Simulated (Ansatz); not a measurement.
Species: H8AlNSi2, SMILES `[NH2][Al]([SiH3])[SiH3]` (charge 0, multiplicity 1).

### Question
Give a relaxed geometry from B3LYP-D3(BJ)/def2-TZVP (Ansatz, a quantum-chemistry and plane-wave program).

### Answer
the end point of this relaxation (outside a Z-matrix the atoms follow the SMILES, hydrogens last).
Z-matrix (Å, degrees):
```
Al
N 1 1.7745
H 2 1.0089 1 124.97
H 2 1.0089 3 110.09 1 -179.96
Si 1 2.4563 2 117.06 3 179.98
H 5 1.4881 1 112.49 2 -0.15
H 5 1.4882 6 107.26 1 122.88
H 5 1.4882 6 107.26 7 114.25
Si 1 2.4563 2 117.08 3 -0.04
H 9 1.4880 1 111.47 2 121.76
H 9 1.4880 10 107.28 1 123.53
H 9 1.4881 10 106.66 11 114.67
```
